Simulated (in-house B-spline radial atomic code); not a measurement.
W IV (W3+): [Ar] (3d3/2)4 (3d5/2)5 4s2 4p6 4d10 4f14 5s2 5p6 5d4 (with a hole in an inner shell)

All numbers are computed (Dirac-Kohn-Sham PBE0, spherical fractional occupations; Fermi nucleus of rms radius 5.3658 fm) with a B-spline radial code for spherical atoms, not measured.

Z_r = [3n² - l(l+1)]/(2<r>); Z_e = n√(-2ε); the last column is Slater's effective charge. Values are occupation-weighted means over j. An effective charge above Z reflects the relativistic contraction of the inner shells.

```csv
shell,electrons,ε (eV),<r> (bohr),Z_r,Z_e,Slater
1s,2,-69628,0.01835,81.75,71.54,73.70
2s,2,-12134,0.07691,78.02,59.73,69.85
2p,6,-10702,0.06894,72.53,56.09,69.85
3s,2,-2862.5,0.1997,67.61,43.51,62.75
3p,6,-2430.2,0.1993,62.71,40.09,62.75
3d,9,-1902.8,0.181,58.02,35.48,53.20
4s,2,-630.05,0.446,53.81,27.22,47.10
4p,6,-485.09,0.472,48.73,23.88,47.10
4d,10,-291.96,0.5035,41.71,18.53,35.85
5s,2,-117.25,1.05,35.72,14.68,17.35
4f,14,-79.886,0.5737,31.37,9.69,24.45
5p,6,-79.371,1.206,30.27,12.08,17.35
5d,4,-32.837,1.692,20.39,7.77,5.95
```

The least bound orbital is 5d5/2 at -32.42 eV, and it is also the most diffuse (<r> = 1.71 bohr). The part-filled 3d shell lies below the filled 5p shell in orbital energy.

For the 1s electron the small component carries 7.79 % of the norm, the zero-frequency Breit interaction raises the level by 243.6 eV, self-energy by 152.1 eV, and vacuum polarisation lowers it by 28.78 eV.

Caution: exact exchange at fractional occupations of open shells leaves self-interaction of up to several eV.
